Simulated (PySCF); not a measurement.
NICS in rings of unrelated molecules.

Probes without a nucleus sit at each ring's centroid and 1 Å off its mean plane on both sides; NICS is minus the shielding there, NICSzz its component along the normal. Level: GIAO PBE0/pcSseg-1 (PySCF, non-relativistic, gas phase) on the GFN2-xTB geometries, one conformer each. Atom numbers follow the mapped SMILES.

Task: Order these rings by mean NICS(1)zz, lowest (most negative) first (ppm).
A. ring P4–C5–C6 in `[CH3:1][CH:2]([CH3:3])[P@@H+:4]1[CH2:5][C@H:6]1[C:7]([F:8])([F:9])[F:10]` (charge +1)
B. ring C2–Si3–Si4–C6 in `[CH2:1]=[C:2]1[SiH2:3][Si@@H:4]([PH2:5])[C:6]1=[CH2:7]`
C. ring Si2–Si3–C4–Si5–Si6–Si7 in `[OH:1][Si@H:2]1[SiH2:3][CH2:4][SiH2:5][SiH2:6][SiH2:7]1`
D. ring C2–C3–P4–C5–C7–C9 in `[CH3:1][c:2]1[cH:3][p:4][c:5]([F:6])[c:7]([Cl:8])[cH:9]1`
E. ring Si2–C4–O5–Si6–Si7 in `[SiH3:1][Si:2]1([SiH3:3])[CH2:4][O:5][SiH2:6][SiH2:7]1`
F. ring C2–N3–N4–N6–C7 in `[CH3:1][c:2]1[n:3][n:4]([CH3:5])[n:6][c:7]1[F:8]`
G. ring Si2–Si3–Si4–Si5–Si7 in `[CH3:1][Si@@H:2]1[SiH2:3][SiH2:4][Si@H:5]([OH:6])[SiH2:7]1`

Result: F (-28.8), D (-23.8), A (-19.4), E (-3.1), G (1.9), B (3.9), C (5.3).

```csv
SMILES,ring,NICS(0),NICS(1),NICS(1)zz,HOMA,rms pucker (Å),ring atoms with four or more neighbours
Cc1nn(C)nc1F,5-membered ring with 3 N; formal bonds all aromatic,-13.3,-12.2,-28.8,0.99,0.00,0
Cc1cpc(F)c(Cl)c1,6-membered ring with P; formal bonds all aromatic,-9.0,-10.4,-23.8,0.94,0.00,0
CC(C)[P@@H+]1C[C@H]1C(F)(F)F,3-membered ring with P; formal bonds all single,-32.1,-8.5,-19.4,–,0.00,3
[SiH3][Si]1([SiH3])CO[SiH2][SiH2]1,5-membered ring with O and 3 Si; formal bonds all single,-5.2,-3.6,-3.1,–,0.15,4
C[Si@@H]1[SiH2][SiH2][Si@H](O)[SiH2]1,5-membered ring with 5 Si; formal bonds all single,-1.2,-1.9,1.9,–,0.17,5
C=C1[SiH2][Si@@H](P)C1=C,4-membered ring with 2 Si; formal bonds all single,3.9,-1.5,3.9,–,0.04,2
O[Si@H]1[SiH2]C[SiH2][SiH2][SiH2]1,6-membered ring with 5 Si; formal bonds all single,-0.9,-1.0,5.3,–,0.29,6
```

NICS(0) gives another order. The isotropic NICS(1) gives the same order. HOMA uses Krygowski's 1993 parameters; it is left out where a ring has a four-coordinate atom, a triple bond, no multiple bond or a kind of bond without parameters. NICS(1) and NICS(1)zz are means over the two faces.
